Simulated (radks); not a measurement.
Species: Sr. Configuration: [Kr] 5s2. All-electron calculation, non-relativistic Kohn-Sham, Tao-Mo meta-GGA, spin-polarised, spherical densities, point nucleus; meta-GGA in the generalised Kohn-Sham scheme; relativity is left out, which matters for an element this heavy. Program: a radial shooting solver on a logarithmic mesh with Libxc functionals.

X-ray form factor f0, the Fourier transform of the density (f0(0) = 38):

sin(theta)/lambda (1/angstrom)  f0 (electrons)
0.05                                    36.825
0.1                                     34.456
0.15                                    32.127
0.2                                     29.933
0.25                                    27.802
0.3                                     25.801
0.4                                     22.428
0.5                                     19.804
0.6                                     17.598
0.8                                     13.769
1                                       10.699
1.25                                     8.130
1.5                                      6.675
2                                        5.229
